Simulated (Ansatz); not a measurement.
Zr(OH)4 (ZrO₄H₄), relaxed as a singlet with RKS PBE-D4/def2-SVP in Ansatz, starting from the GFN2-xTB geometry. Force threshold 0.02 eV/Å.

In the def2 sets Zr takes a core potential; there is no spin–orbit coupling.

Start:

| atom | x (Å) | y (Å) | z (Å) |
| --- | --- | --- | --- |
| Zr1 | 0.0012 | 0.0048 | -0.0272 |
| O2 | -0.2694 | 1.8166 | -0.4966 |
| H3 | 0.2358 | 2.5092 | -0.0491 |
| O4 | -1.7131 | -0.7680 | 0.1726 |
| H5 | -2.4919 | -0.2067 | 0.2928 |
| O6 | 1.0520 | 0.0250 | 1.5452 |
| H7 | 1.7906 | -0.5916 | 1.6387 |
| O8 | 0.9338 | -1.0590 | -1.2825 |
| H9 | 0.4611 | -1.7303 | -1.7937 |

Question: Estimate the energy that the relaxation releases and the steps that it takes.

Answer: 0.69 eV, in 11 steps; 12 s on 4 threads of Arm Neoverse V2 on a shared host. The force fell under the threshold at step 9, but the optimiser went on. No frequencies were taken in this run, so the end may be a saddle point.

Question: Does the start keep its bonding?

Answer: By distances, no bond broke or formed. The bond that changes most is Zr1–O4, from 1.89 to 1.94 Å (atoms count from 1).

Question: Predict the relaxed structure.

Answer: 
```
atom   x (Å)   y (Å)   z (Å)
 Zr1   0.000   0.000   0.000
  O2   0.123   1.885  -0.434
  H3   0.189   2.822  -0.652
  O4  -1.838  -0.447   0.421
  H5  -2.752  -0.668   0.635
  O6   1.126  -0.385   1.530
  H7   1.683  -0.581   2.292
  O8   0.589  -1.052  -1.517
  H9   0.880  -1.573  -2.275
```
Bond lengths: 4 × O–Zr 1.94 Å; 4 × H–O 0.96 Å.
